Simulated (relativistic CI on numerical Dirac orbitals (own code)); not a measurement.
**Slater and spin-orbit integrals, Ar11+**

Calculated at this level of theory: Dirac-Coulomb-Breit CI, orbitals from a KLI potential per configuration, a model potential for QED, unscaled Slater integrals (own radial code, finite nucleus).

Slater integrals F^k, G^k are unscaled and averaged over j, outside the closed core 1s2; ζ comes from projecting the Hamiltonian with its Breit term on Σ l·s of the shell.

- 2s2.2p3: F^2(2p,2p) = 281030, ζ(2p) = 13621 cm⁻¹; <r>(2p) = 0.3374, <r^2>(2p) = 0.1387 (bohr units).
- 2s.2p4: F^2(2p,2p) = 279660, G^1(2s,2p) = 315470, ζ(2p) = 13428 cm⁻¹; <r>(2s) = 0.3842, <r^2>(2s) = 0.1733, <r>(2p) = 0.339, <r^2>(2p) = 0.14 (bohr units).
- 2p5: ζ(2p) = 13248 cm⁻¹; <r>(2p) = 0.3411, <r^2>(2p) = 0.1418 (bohr units).

Averages of the first 10 configurations, taken without configuration mixing, which lowers the lowest level and can move excited configurations by several eV; other configurations of the list can lie among them:

```json
{"Configuration": "2s2.2p3", "Parity": "odd", "States": "20", "Average energy above the lowest level (eV)": "13.4"}
{"Configuration": "2s.2p4", "Parity": "even", "States": "30", "Average energy above the lowest level (eV)": "74.0"}
{"Configuration": "2p5", "Parity": "odd", "States": "6", "Average energy above the lowest level (eV)": "146.8"}
{"Configuration": "2p4.3s", "Parity": "even", "States": "30", "Average energy above the lowest level (eV)": "482.9"}
{"Configuration": "2s2.2p2.3s", "Parity": "even", "States": "30", "Average energy above the lowest level (eV)": "364.3"}
{"Configuration": "2p4.3p", "Parity": "odd", "States": "90", "Average energy above the lowest level (eV)": "498.3"}
{"Configuration": "2s2.2p2.3p", "Parity": "odd", "States": "90", "Average energy above the lowest level (eV)": "381.6"}
{"Configuration": "2p4.3d", "Parity": "even", "States": "150", "Average energy above the lowest level (eV)": "516.7"}
{"Configuration": "2s2.2p2.3d", "Parity": "even", "States": "150", "Average energy above the lowest level (eV)": "400.3"}
{"Configuration": "2s.2p3.3s", "Parity": "odd", "States": "80", "Average energy above the lowest level (eV)": "417.4"}
```
